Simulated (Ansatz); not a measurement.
Basis-set extrapolation for AlFH2S2 (`[F][Al]([SH])[SH]`) (PBE0-D4/def2-TZVP geometry, frozen core, Ansatz). Multiplicity 1, RHF reference.

```
                       def2-TZVPP    def2-QZVPP
                 HF  -1137.843781  -1137.878214
    MP2 correlation     -0.675384     -0.738306
CCSD(T) correlation     -0.741508       not run
```

Energies in hartree. Use E(X) = E(∞) + A·exp(−7.88·√X) for Hartree–Fock and E(X) = E(∞) + B·X^(−2.97) for correlation, with X = 3 and 4, and add CCSD(T) minus MP2 of the smaller set to the MP2 limit.

What is the CCSD(T) energy at the basis-set limit?

HF limit: -1137.878214 + (-0.034433) × 0.13774 = -1137.88296. MP2 limit: -0.738306 + (-0.062922) × 0.74074 = -0.78491. Higher-order term: -0.741508 − (-0.675384) = -0.06612. Total: -1138.73399 hartree, 93.3 kcal/mol below CCSD(T)/def2-TZVPP.
